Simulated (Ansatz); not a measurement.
Isolated molecules relaxed with PBE0-D4/def2-TZVP in Ansatz; ΔE leaves out vibrations. CBS: MP2 limit from def2 TZ/QZ plus the TZ coupled-cluster correction, frozen cores. This one scheme is used for every species. DFT in def2-TZVPP. One conformer a species, not always the lowest.

`N[SiH]([SiH3])BF` + `FCCCl` → `FCC[SiH3]` + `N[SiH](Cl)BF`  (formal exchange of groups at the Si–Si bond)

`N[SiH]([SiH3])BF`:

```xyz
12

N     1.909   -0.190   -0.375
Si    0.211   -0.060   -0.653
Si   -0.897    1.472    0.758
B    -0.674   -1.857   -0.370
F    -0.009   -2.834    0.230
H     2.500    0.623   -0.322
H     2.250   -0.929    0.219
H    -0.059    0.411   -2.044
H    -0.242    2.809    0.684
H    -0.848    1.021    2.177
H    -2.326    1.632    0.367
H    -1.814   -2.098   -0.671
```

`FCCCl`:

Z-matrix (Å, degrees):
```
C
C 1 1.509
F 1 1.381 2 108.5
H 1 1.093 2 110.9 3 -119.1
H 1 1.093 2 110.9 3 119.1
Cl 2 1.776 1 109.1 3 179.9
H 2 1.089 1 111.1 3 61.0
H 2 1.089 1 111.1 3 -61.2
```

`FCC[SiH3]`:

```xyz
11

F     0.837    1.409    1.177
C    -0.359    1.282    0.487
C    -0.213    0.276   -0.630
Si    0.437   -1.403   -0.070
H    -1.120    0.967    1.208
H    -0.621    2.276    0.111
H    -1.196    0.123   -1.091
H     0.442    0.672   -1.412
H     1.869   -1.344    0.313
H    -0.360   -1.884    1.092
H     0.285   -2.375   -1.186
```

`N[SiH](Cl)BF`:

Cartesian coordinates in Å:
```
N 0.413 0.568 1.390
Si -0.294 -0.499 0.269
Cl 0.774 -2.260 -0.086
B -0.349 0.340 -1.578
F 0.492 1.324 -1.856
H 1.211 1.125 1.129
H 0.408 0.374 2.379
H -1.592 -0.949 0.824
H -1.065 -0.023 -2.472
```

| level | ΔE (kJ/mol) |
| --- | --- |
| PBE0-D4 | -158.1 |
| ωB97X-V | -166.4 |
| ωB97M-V | -174.8 |
| PBE | -150.0 |
| SCS-MP2/def2-TZVPP | -175.7 |
| CCSD/def2-TZVPP | -169.4 |
| CCSD(T)/def2-TZVPP | -167.2 |
| HF/CBS(def2) | -179.4 |

What does CCSD(T)/CBS give? (Best estimate.)

The calculation gave: -169.0 kJ/mol. The listed levels differ from it by 10.9, 2.6, -5.8, 19.0, -6.7, -0.4, 1.8, -10.4 kJ/mol.

Largest T1 diagnostic among the species: 0.014.

From PBE to PBE0 (25 % exact exchange), in def2-TZVPP and without D4, ΔE moves by −7.6 kJ/mol.
